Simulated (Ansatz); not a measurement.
Ansatz (a program for electronic structure) input (PBE/STO-3G):

Ansatz 0.2 input:
```yaml
crystal:
  periodic: [false, false, false]
  atoms:
    - {symbol: N, position_ang: [-1.09895400, 0.24210600, 0.04933200]}
    - {symbol: C, position_ang: [0.18292100, 0.38685900, -0.06554600]}
    - {symbol: O, position_ang: [1.06504900, -0.54321300, -0.00639100]}
    - {symbol: H, position_ang: [-1.55012600, -0.65358000, 0.20314900]}
    - {symbol: H, position_ang: [-1.70318200, 1.05336800, -0.01456900]}
    - {symbol: H, position_ang: [0.59089700, 1.37957500, -0.22917100]}
    - {symbol: H, position_ang: [0.73717200, -1.44955300, 0.13967600]}
basis:
  gaussian:
    orbitals: STO-3G
hamiltonian:
  xc: {name: PBE}
total_charge: 1
output: {forces: true}
```

Output:

```
Functional definition: PBE
integrals: 0.01 GiB planned
265 factors; integrals over basis functions are off by at most 3.0e-5 eV
mean field: 0.05 GiB planned
mean field evaluation 1: about -4564.3881 eV, gradient 2.6e1 eV
mean field evaluation 2: about -4561.2890 eV, gradient 4.4e1 eV
mean field evaluation 4: about -4566.2447 eV, gradient 4.2e0 eV
mean field evaluation 8: about -4566.2174 eV, gradient 2.6e-2 eV
mean field -4566.21740440 eV, -167.8053945185 hartree, gradient 1.2e-5 eV, S^2 0.000000; 0 other end points of the search recorded, 0 dependent functions left out
the calculation of the forces begins
reference -4566.21742497 eV, -167.8053952743 hartree; 12, 12 occupied and 7, 7 virtual orbitals, 265 factors
Total energy: -4566.21742497 eV, -167.8053952743 hartree
Atom 0 at    -1.098954     0.242106     0.049332 Å, force    -2.328291    -0.069573     0.182703 eV/Å
Atom 1 at     0.182921     0.386859    -0.065546 Å, force     0.925994     1.351051    -0.250294 eV/Å
Atom 2 at     1.065049    -0.543213    -0.006391 Å, force     4.858189     0.400348    -0.415477 eV/Å
Atom 3 at    -1.550126    -0.653580     0.203149 Å, force    -1.036117    -1.856532     0.326342 eV/Å
Atom 4 at    -1.703182     1.053368    -0.014569 Å, force    -1.368309     1.682973    -0.124012 eV/Å
Atom 5 at     0.590897     1.379575    -0.229171 Å, force     0.538255     1.444426    -0.233956 eV/Å
Atom 6 at     0.737172    -1.449553     0.139676 Å, force    -1.589720    -2.952693     0.514695 eV/Å
Dipole moment:    -0.512398    -0.118598     0.054072 e Å
```

The dipole moment of an ion depends on the origin.

The geometry given is a B3LYP-D3(BJ)/def2-TZVP minimum.
